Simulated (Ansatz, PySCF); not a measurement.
fluoro(prop-1-en-2-yloxy)borinic acid (C3H6BFO2), SMILES C=C(C)OB(O)F. Atoms are numbered in the order given.

```xyz
13

C     -1.6646    -1.0029     0.0410
C     -1.2006     0.2483     0.0043
C     -1.9982     1.4820     0.3049
O      0.0856     0.5722    -0.3655
B      1.2197    -0.1458    -0.1452
O      2.3702     0.2859    -0.7176
F      1.2249    -1.2444     0.6270
H     -1.0340    -1.8618    -0.1942
H     -2.7040    -1.1837     0.3207
H     -1.5400     2.0327     1.1422
H     -3.0356     1.2315     0.5628
H     -1.9937     2.1525    -0.5692
H      3.1216    -0.2734    -0.4926
```

Coordinates come from a ωB97X-D3(BJ)/def2-SVP optimisation. One conformer was computed; it need not be the lowest.

Two levels are set side by side: PBE-D3(BJ)/def2-SVP (Ansatz, an electronic-structure program) and ωB97X-D3(BJ)/def2-SVP (PySCF). Each level has its own optimised geometry; the coordinates shown are those of the second. Frequencies come from the Hessian of PySCF at each geometry. Differences are taken from unrounded values.

| quantity | ωB97X-D3(BJ) | PBE-D3(BJ) | PBE-D3(BJ) minus ωB97X-D3(BJ) |
|---|---|---|---|
| mean bond length (Å) | 1.226 | 1.234 | 0.007 |
| bond C1–C2 (Å) | 1.335 | 1.348 | 0.013 |
| bond C2–C3 (Å) | 1.499 | 1.499 | 0.000 |
| bond C2–O4 (Å) | 1.377 | 1.381 | 0.004 |
| bond O4–B5 (Å) | 1.360 | 1.368 | 0.008 |
| bond B5–O6 (Å) | 1.356 | 1.363 | 0.007 |
| bond B5–F7 (Å) | 1.343 | 1.350 | 0.007 |
| bond C1–H8 (Å) | 1.091 | 1.098 | 0.006 |
| bond C1–H9 (Å) | 1.091 | 1.098 | 0.007 |
| bond C3–H10 (Å) | 1.102 | 1.110 | 0.008 |
| bond C3–H11 (Å) | 1.098 | 1.105 | 0.007 |
| bond C3–H12 (Å) | 1.102 | 1.110 | 0.008 |
| bond O6–H13 (Å) | 0.963 | 0.973 | 0.010 |
| highest harmonic wavenumber (cm⁻¹) | 3928 | 3767 | -161 |
| mean harmonic wavenumber (cm⁻¹) | 1308 | 1258 | -50 |
| zero-point energy (kcal/mol) | 61.69 | 59.35 | -2.34 |

GGA bonds tend to be longer and softer than those of functionals with exact exchange. Differences between two approximate levels are no errors against the true value.
